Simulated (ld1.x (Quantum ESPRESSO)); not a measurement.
**Te (Z = 52): PAW pseudisation with LDA (PZ), scalar-relativistic reference atom.**

ld1.x (Quantum ESPRESSO) 7.5 input, shortened:

```
&input
   title='Te', zed=52., rel=1, dft='PZ', iswitch=3,
   config='[Kr] 4d10 5s1.5 5p4.5'
 /
 &inputp
   pseudotype=3, lpaw=.true., tm=.true., lloc=-2, rcloc=1.45,
   nlcc=.true., new_core_ps=.true., rcore=0.90,
   which_augfun='PSQ', rmatch_augfun_nc=.true.
 /
6
5S  1  0   1.50   0.00  1.90  2.05  0.0
5S  1  0   0.00  -0.55  1.90  2.05  0.0
5P  2  1   4.50   0.00  1.50  1.75  0.0
5P  2  1   0.00   3.20  1.50  1.75  0.0
4D  3  2  10.00   0.00  1.40  1.60  0.0
4D  3  2   0.00   0.10  1.40  1.60  0.0
 &test
   configts(1)='4d10 5s1.5 5p4.5'
 /
```

Poles of the logarithmic derivatives, all-electron (AE) and pseudo (PS). s: poles at 1.0 (AE) and 1.0, 3.0 (PS) Ry. p: poles at 2.6 (AE) and 1.7, 2.6 (PS) Ry. d: poles at -3.0 (AE) and -3.0 (PS) Ry. Test radius 2.24 bohr.

- Cutoffs needed: 50 Ry and 100 Ry (the cutoffs (Ry, on a coarse ladder) from which the occupation-weighted sum of valence levels, in a spherical-Bessel basis at the reference potential, stays within 10 and 1 mRy of its value at 400 Ry)
- Ghost test: no extra level below or beside the all-electron valence levels (s, p, d, f tested) (spherical-Bessel basis up to 400 Ry, 20 bohr box)
- Largest excitation error: -7.8 meV (all-electron minus pseudo) for 4d10 5s2 5p0, out of 7 test configurations
- Lowest eigenvalue of the overlap operator: 0.11 (d channel)
- Density cutoff estimated by the generator: 218 Ry
